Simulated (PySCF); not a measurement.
**Exercise with solution: oscillator strength and radiative lifetime**

Cl2H2SeSi, SMILES Cl[SiH](Cl)[SeH].

Coordinates come from a B3LYP-D3(BJ)/def2-SVP optimisation. The structure was generated by enumeration, and PubChem lists no compound with its InChIKey, so it may never have been made. One conformer was computed; it need not be the lowest.

PySCF with TDA-B3LYP/def2-SVPD puts the first singlet state with f over 0.02 at 5.65 eV (vertical), with the transition dipole (-0.122, 0.246, -0.280) in atomic units.

Task: Find the oscillator strength, the wavelength and the radiative lifetime that this transition would have in vacuum if emission retraced absorption.

Result: 
|μ|² = 0.1538 au, so |μ| = 1.00 D. ΔE = 5.65/27.211 = 0.2076 hartree. f = (2/3) ΔE |μ|² = 0.021 (the program prints 0.021).
λ = 1239.84/5.65 = 219 nm; ν = 45570 cm⁻¹.
Einstein's coefficient A = 0.6670 ν² f s⁻¹ (ν in cm⁻¹) = 2.9e7 s⁻¹, so τ = 1/A = 34 ns. This state is S2; the lower singlet has f = 0.004. The figure is the radiative limit of this one transition; relaxation, internal conversion, crossing to triplets and a medium change what is measured.
